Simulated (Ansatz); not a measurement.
Ansatz results at the PBE0-D4/def2-TZVP geometry: LUMO energy (PBE/def2-TZVPP) -1.66 eV; LUMO energy (ωB97M-V/def2-TZVPP) 1.33 eV; HOMO–LUMO gap (PBE0/def2-TZVPP) 7.67 eV.

Each molecule was computed in one conformer, which needn't be the lowest.

Problem. Which molecule gave them?
A. `CB([SeH])[SeH]`
B. `FB(F)[Si](Cl)(Cl)Cl`
C. `FBS`
D. `N#CBF`

Solution. C. The others give `FB(F)[Si](Cl)(Cl)Cl`: -2.75, 0.21, 7.32; `CB([SeH])[SeH]`: -1.69, 1.11, 6.11; `N#CBF`: -3.76, -0.61, 7.59.
